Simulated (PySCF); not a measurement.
SMILES [GeH3][CH2]CB(O)O, GFN2-xTB optimised geometry.

```
15

O      0.65     1.41     0.00
B     -0.70     1.41     0.00
O     -1.34     2.61     0.00
C     -1.41    -0.01    -0.03
C     -0.52    -1.11     0.55
Ge     1.30    -1.16    -0.23
H      1.07     2.28     0.00
H     -2.29     2.60     0.00
H     -1.62    -0.26    -1.08
H     -2.37    -0.01     0.48
H     -0.43    -0.96     1.62
H     -0.99    -2.08     0.40
H      1.72    -2.61    -0.31
H      2.37    -0.51     0.57
H      1.36    -0.67    -1.64
```

Density from PBE0/def2-TZVP in PySCF at that geometry.

Minimum of the electron density along straight lines between bonded atoms, close to the bond critical point (lines longer than 1.1 times the sum of covalent radii, or with two minima, are not listed):

```csv
bond,length / Å,ρ at the minimum / e bohr⁻³,∇²ρ there / e bohr⁻⁵,position (fraction from the first atom)
O1–B2,1.349,0.215,1.02,0.67
B2–O3,1.358,0.210,0.96,0.33
B2–C4,1.593,0.186,-0.38,0.33
C4–C5,1.528,0.240,-0.57,0.50
C5–Ge6,1.979,0.124,0.07,0.53
O1–H7,0.958,0.361,-2.51,0.81
O3–H8,0.955,0.365,-2.54,0.81
C4–H9,1.095,0.271,-0.90,0.64
C4–H10,1.095,0.272,-0.90,0.63
C5–H11,1.091,0.276,-0.93,0.64
C5–H12,1.093,0.276,-0.93,0.64
Ge6–H13,1.515,0.137,0.10,0.59
Ge6–H14,1.492,0.144,0.10,0.60
Ge6–H15,1.494,0.143,0.10,0.60
```
